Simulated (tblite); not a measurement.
C₄H₁₀O₂P (charge -1).
Structure used (GFN2-xTB), in Å, numbered top down from 1:
```
atom  x, y, z in Å
C1     2.7003   -0.0950   -0.0039
C2     1.3848    0.3657   -0.5946
P3     0.0357   -0.3406    0.5068
O4     0.0390   -1.8279    0.3985
O5     0.1245    0.2810    1.8592
C6    -1.4619    0.3458   -0.3978
C7    -2.6761   -0.1331    0.3690
H8     3.5677    0.2619   -0.5683
H9     2.7138   -1.1835    0.0234
H10    2.7692    0.2608    1.0230
H11    1.3245    1.4559   -0.6081
H12    1.2635   -0.0055   -1.6143
H13   -1.4199    1.4367   -0.4162
H14   -1.4771   -0.0229   -1.4255
H15   -2.6076    0.2258    1.3948
H16   -2.6686   -1.2217    0.4000
H17   -3.6188    0.2087   -0.0701
```

Method: GFN2-xTB as coded in tblite; computed harmonic values from a numerical Hessian at the method's own geometry, unscaled. This tight-binding method is rough: wavenumbers can miss measured ones by several per cent, in bad cases by 10 to 20. One conformer, not necessarily the lowest.

Harmonic wavenumbers (cm⁻¹): 64.8, 75.0, 128.1, 166.0, 171.6, 202.9, 262.6, 295.0, 318.4, 438.9, 477.9, 664.3, 673.7, 729.4, 766.5, 936.5, 960.3, 979.6, 996.2, 1077.1, 1088.6, 1095.8, 1221.7, 1230.6, 1251.1, 1252.7, 1253.0, 1393.4, 1394.0, 1461.7, 1467.1, 1490.5, 1491.2, 1508.4, 1509.3, 2925.5, 2927.3, 2942.6, 2950.0, 2952.6, 2960.9, 3011.5, 3011.7, 3019.5, 3020.1.

A = 3921, B = 1464, C = 1419 MHz; mass 121.042 u (most abundant isotopes); point group C2v, symmetry number 2.

**Question.** Zero-point energy?

**Answer.** Half the sum of the wavenumbers: 30108 cm⁻¹ = 86.08 kcal/mol.

**Question.** Give the ideal-gas entropy at 298.15 K and 1 bar in the rigid-rotor, harmonic-oscillator model (classical rotation).

**Answer.** Translation 40.31, rotation 26.69, vibration 26.37: S = 93.4 cal/(mol K).

**Question.** And Cp and H(298.15 K) − H(0)?

**Answer.** Cp = 34.53 cal/(mol K), of which vibrations give 26.58 (their classical limit is 45 R = 89.4); H(298.15 K) − H(0) = 6.55 kcal/mol without the zero-point energy, 4.18 from vibrations.

**Question.** Blend soft modes into free rotors: weight 1/[1 + (100 cm⁻¹/ν̃)⁴] for the oscillator and the rest for a rotor with moment μB/(μ + B), μ = h/(8π²ν), B = 10⁻⁴⁴ kg m². What vibrational entropy results?

**Answer.** 24.73 cal/(mol K) in place of 26.37, which changes −T·S at 298.15 K by +0.49 kcal/mol.

**Question.** What must be added to the electronic energy to get the Gibbs energy at 298.15 K and 1 bar?

**Answer.** ZPE + [H(298.15 K) − H(0)] − T·S = 86.08 + 6.55 − 27.84 = 64.79 kcal/mol.

Hindered rotation and anharmonicity are outside this model. Other conformers, if any are populated, would add a mixing term that is left out.
